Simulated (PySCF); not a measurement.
In(H)(OH)2(py), C₅H₈InNO₂, singlet, GFN2-xTB optimised geometry.

```
17

In    -0.73    -0.59     0.00
H     -1.66    -1.83    -0.63
O      1.23    -0.59     0.00
H      1.66    -1.24    -0.55
O     -1.35     1.26     0.00
H     -0.65     1.83    -0.30
C     -1.58    -0.61     4.92
C     -0.41    -0.09     4.38
C     -0.20    -0.25     3.02
N     -1.06    -0.87     2.23
C     -2.18    -1.35     2.74
C     -2.48    -1.25     4.09
H     -1.79    -0.50     5.98
H      0.31     0.41     4.99
H      0.69     0.13     2.52
H     -2.85    -1.83     2.03
H     -3.41    -1.65     4.47
```

Density from PySCF with CAM-B3LYP/def2-SVP, def2 effective core potentials past Kr at that geometry. The core electrons that the potentials of In replace are not part of the density.

Minimum of the electron density along straight lines between bonded atoms, close to the bond critical point (lines longer than 1.1 times the sum of covalent radii, or with two minima, are not listed):

```csv
bond,length / Å,ρ at the minimum / e bohr⁻³,∇²ρ there / e bohr⁻⁵,position (fraction from the first atom)
In1–H2,1.673,0.110,0.21,0.64
In1–O3,1.967,0.107,0.68,0.52
O3–H4,0.953,0.358,-2.29,0.81
In1–O5,1.953,0.112,0.71,0.52
O5–H6,0.956,0.356,-2.23,0.81
C7–C8,1.386,0.314,-0.82,0.50
C8–C9,1.385,0.317,-0.84,0.49
In1–N10,2.271,0.061,0.27,0.50
C9–N10,1.323,0.347,-0.86,0.34
N10–C11,1.323,0.347,-0.87,0.66
C7–C12,1.387,0.314,-0.82,0.50
C11–C12,1.384,0.317,-0.84,0.51
C7–H13,1.080,0.286,-1.13,0.64
C8–H14,1.079,0.285,-1.12,0.64
C9–H15,1.084,0.290,-1.19,0.66
C11–H16,1.084,0.288,-1.17,0.65
C12–H17,1.079,0.285,-1.12,0.64
```
